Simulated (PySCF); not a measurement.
# What builds the first ionisation energy along the 4d series

All values are computed (PySCF 2.14, energy differences of UHF-based or UKS calculations, no spin-orbit coupling). Each column adds one step, in eV (sums use unrounded values): valence MP2, valence CCSD, valence triples, then the next inner shell at CCSD(T) (Zr 4s 4p, Nb 4s 4p, Mo 4s 4p, Tc 4s 4p, Ru 4s 4p, Rh 4s 4p, Pd 4s 4p, Ag 4s 4p, Cd 4s 4p). References (NIST) marked * lie between the lowest fine-structure levels; the others compare directly ((s) semi-empirical, (t) theoretical).

| element | UHF | + MP2 | + CCSD | + (T) | + inner shell | sum | reference |
| --- | --- | --- | --- | --- | --- | --- | --- |
| Zr [Kr] 4d2 5s2 → [Kr] 4d2 5s1 (x2c-TZVPPall, spin-free X2C) | 5.187 | 0.901 | 0.240 | 0.078 | 0.153 | 6.559 | 6.639 |
| Nb [Kr] 4d4 5s1 → [Kr] 4d4 (x2c-TZVPPall, spin-free X2C) | 5.993 | 0.443 | 0.060 | 0.026 | 0.223 | 6.745 | 6.776 |
| Mo [Kr] 4d5 5s1 → [Kr] 4d5 (x2c-TZVPPall, spin-free X2C) | 6.255 | 0.530 | 0.024 | 0.030 | 0.202 | 7.042 | 7.092 |
| Tc [Kr] 4d5 5s2 → [Kr] 4d5 5s1 (x2c-TZVPPall, spin-free X2C) | 5.539 | 1.118 | 0.126 | 0.095 | 0.080 | 6.958 | 7.119 |
| Ru [Kr] 4d7 5s1 → [Kr] 4d7 (x2c-TZVPPall, spin-free X2C) | 6.297 | 0.788 | -0.052 | 0.058 | 0.148 | 7.238 | 7.365 |
| Rh [Kr] 4d8 5s1 → [Kr] 4d8 (x2c-TZVPPall, spin-free X2C) | 6.313 | 0.870 | -0.078 | 0.067 | 0.124 | 7.295 | 7.479 |
| Pd [Kr] 4d10 → [Kr] 4d9 (x2c-TZVPPall, spin-free X2C) | 6.267 | 2.262 | -0.550 | 0.165 | 0.011 | 8.154 | 8.512 |
| Ag [Kr] 4d10 5s1 → [Kr] 4d10 (x2c-TZVPPall, spin-free X2C) | 6.354 | 0.980 | -0.131 | 0.074 | 0.080 | 7.358 | 7.576 |
| Cd [Kr] 4d10 5s2 → [Kr] 4d10 5s1 (x2c-TZVPPall, spin-free X2C) | 7.331 | 1.387 | -0.099 | 0.104 | 0.053 | 8.776 | 8.994 |

What remains against the references is mostly basis incompleteness.

These are valence bases, so the inner-shell step is incomplete.
